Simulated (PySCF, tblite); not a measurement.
Isomers of C2H13NSi4, one GFN2-xTB conformer each. Single-point energies are computed at PBE0/pcSseg-1 (PySCF, gas phase, no added dispersion term), electronic only.

Problem. Rank them by PBE0/pcSseg-1 energy, lowest first (kJ/mol).
A. `[CH3:1][SiH2:2][Si@H:3]1[NH:4][SiH2:5][CH2:6][SiH2:7]1` with C1–Si2–Si3–N4 -175°, Si2–Si3–N4–Si5 119°, Si3–N4–Si5–C6 16°, N4–Si5–C6–Si7 -19°, Si5–C6–Si7–Si3 15°
B. `[SiH3:1][NH:2][SiH:3]1[SiH2:4][CH2:5][CH2:6][SiH2:7]1` with Si1–N2–Si3–Si4 62°, N2–Si3–Si4–C5 -132°, Si3–Si4–C5–C6 40°, Si4–C5–C6–Si7 -56°, C5–C6–Si7–Si3 39°

Solution. A (0.0), B (77.4).

GFN2-xTB itself gives, in the same order: 7.1, 0.0. GFN2-xTB puts [SiH3]N[SiH]1[SiH2]CC[SiH2]1 lowest instead.

Problem. Which frontier levels, dipoles and rotational constants go with these structures?

Solution. 
```json
{"SMILES": "C[SiH2][Si@H]1N[SiH2]C[SiH2]1", "HOMO (eV, PBE0/pcSseg-1)": "-6.86", "LUMO (eV)": "-0.61", "dipole (D)": "0.30", "A, B, C (MHz)": "2084, 698.8, 575.2"}
{"SMILES": "[SiH3]N[SiH]1[SiH2]CC[SiH2]1", "HOMO (eV, PBE0/pcSseg-1)": "-6.62", "LUMO (eV)": "-0.99", "dipole (D)": "0.58", "A, B, C (MHz)": "1582, 838.1, 711.7"}
```

Problem. What happens when harmonic zero-point energies from GFN2-xTB frequencies are added?

Solution. 
| SMILES | ZPE (kJ/mol) | electronic (kJ/mol) | with ZPE (kJ/mol) |
| --- | --- | --- | --- |
| C[SiH2][Si@H]1N[SiH2]C[SiH2]1 | 358.6 | 0.0 | 0.0 |
| [SiH3]N[SiH]1[SiH2]CC[SiH2]1 | 355.2 | 77.4 | 74.0 |

The zero-point energies span 3.4 kJ/mol. The order is unchanged.
